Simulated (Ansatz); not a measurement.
CH$_{4}$Cl$_{2}$GeS (`[CH3][Ge]([SH])([Cl])[Cl]`), relaxed with RKS PBE-D4/def2-SVP in Ansatz from a rough embedded geometry. The force threshold is 0.03 eV/Å; the program also tests the step.

The species carries charge 0 and has multiplicity 1.

Start:

```xyz
9

C     0.520   -0.681   -0.874
Ge   -0.634    0.070    0.451
S    -0.284    2.233    0.472
Cl   -2.728   -0.277   -0.009
Cl   -0.221   -0.762    2.401
H     0.312   -0.330   -1.855
H     1.584   -0.524   -0.585
H     0.340   -1.827   -0.850
H     1.112    2.098    0.849
```

| step | energy (eV) | largest force (eV/Å) | largest move (Å) |
| --- | --- | --- | --- |
| 1 | -93460.4956 | 2.808 | 0.000 |
| 2 | -93460.6947 | 0.632 | 0.179 |
| 3 | -93460.7478 | 0.240 | 0.082 |
| 4 | -93460.7517 | 0.052 | 0.014 |
| 5 | -93460.7521 | 0.023 | 0.004 |

End:

```xyz
9

C     0.537   -0.793   -0.885
Ge   -0.572    0.112    0.438
S    -0.333    2.328    0.549
Cl   -2.670   -0.193   -0.027
Cl   -0.164   -0.784    2.385
H     0.316   -0.380   -1.887
H     1.604   -0.635   -0.636
H     0.309   -1.876   -0.861
H     0.973    2.221    0.925
```

Hardware: 4 threads of a server CPU on a shared host. Wall time 7 s, peak host memory 0.19 GiB.
